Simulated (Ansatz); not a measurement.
Basis-set extrapolation for CH$_{3}$AlBClO, SMILES `[AlH2][C]1(Cl)BO1` (PBE0-D4/def2-TZVP geometry, frozen core, Ansatz). Multiplicity 1, RHF reference.

```json
{"": "HF", "def2-TZVPP": "-840.616099", "def2-QZVPP": "-840.642441"}
{"": "MP2 correlation", "def2-TZVPP": "-0.755957", "def2-QZVPP": "-0.816714"}
{"": "CCSD(T) correlation", "def2-TZVPP": "-0.828931", "def2-QZVPP": "not run"}
```

Energies in hartree. Use E(X) = E(∞) + A·exp(−7.88·√X) for Hartree–Fock and E(X) = E(∞) + B·X^(−2.97) for correlation, with X = 3 and 4, and add CCSD(T) minus MP2 of the smaller set to the MP2 limit.

What is the CCSD(T) energy at the basis-set limit?

HF limit: -840.642441 + (-0.026342) × 0.13774 = -840.64607. MP2 limit: -0.816714 + (-0.060757) × 0.74074 = -0.86172. Higher-order term: -0.828931 − (-0.755957) = -0.07297. Total: -841.58076 hartree, 85.2 kcal/mol below CCSD(T)/def2-TZVPP.
